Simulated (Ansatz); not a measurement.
Wavefunction ladder for CH$_{5}$F$_{3}$Si$_{2}$, SMILES `F[SiH2]C[SiH](F)F`

```xyz
11

F     2.782    0.593   -0.594
Si    1.575   -0.102    0.199
C    -0.025    0.464   -0.568
Si   -1.588   -0.187    0.154
F    -1.589   -1.775    0.078
F    -1.668    0.206    1.692
H     1.739   -1.568    0.068
H     1.667    0.320    1.615
H    -0.063    1.559   -0.514
H    -0.011    0.194   -1.631
H    -2.819    0.297   -0.500
```

Charge 0, multiplicity 1. Geometry: relaxed with PBE0-D4/def2-TZVP. It is one conformer, not always the lowest. Frozen core, restricted reference, Ansatz 0.2.0. CBS rows extrapolate triple and quadruple zeta; past MP2 they add the triple-zeta difference.

```csv
basis,HF (Eh),MP2 corr.
def2-SVP,-916.71208,-0.88434
def2-TZVPP,-917.36958,-1.15946
def2-QZVPP,-917.40482,-1.26321
```

(1) Estimate the CCSD correlation energy and the (T) correction in each basis where they were run (hartree).

## Answers

(1) 
| basis | CCSD corr. | (T) |
| --- | --- | --- |
| def2-SVP | -0.92730 | -0.01720 |
| def2-TZVPP | -1.19447 | -0.03667 |
| CBS(def2) | -1.37508 | as TZ |
